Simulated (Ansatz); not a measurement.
`CO[SiH2]BO` + `C[S][Ge][S]C` → `CS[SiH2]BO` + `C[O][Ge][S]C`  (redistribution)

Computed with Ansatz on PBE0-D4/def2-TZVP structures; ΔE is electronic, products minus reactants. CCSD(T)/CBS is the MP2 limit (def2-TZVPP, def2-QZVPP) plus CCSD(T) − MP2 in def2-TZVPP, frozen cores. Functionals use def2-TZVPP. For Ge outer-core shells are correlated without core-valence functions, which leaves a few kJ/mol of doubt a bond. Scalar relativity is left out up to krypton. One conformer a species, not always the lowest.

| level | ΔE (kJ/mol) |
| --- | --- |
| PBE | 54.3 |
| HF/CBS(def2) | 64.2 |
| MP2/CBS(def2) | 65.4 |
| CCSD/CBS(def2) | 63.1 |

(1) What does CCSD(T)/CBS give? (Best estimate.)

Largest T1 diagnostic among the species: 0.015.

## Answers

(1) Ansatz gave: +62.8 kJ/mol. The listed levels differ from it by -8.5, 1.4, 2.6, 0.3 kJ/mol.

From PBE to PBE0 (25 % exact exchange), in def2-TZVPP and without D4, ΔE moves by +4.4 kJ/mol.
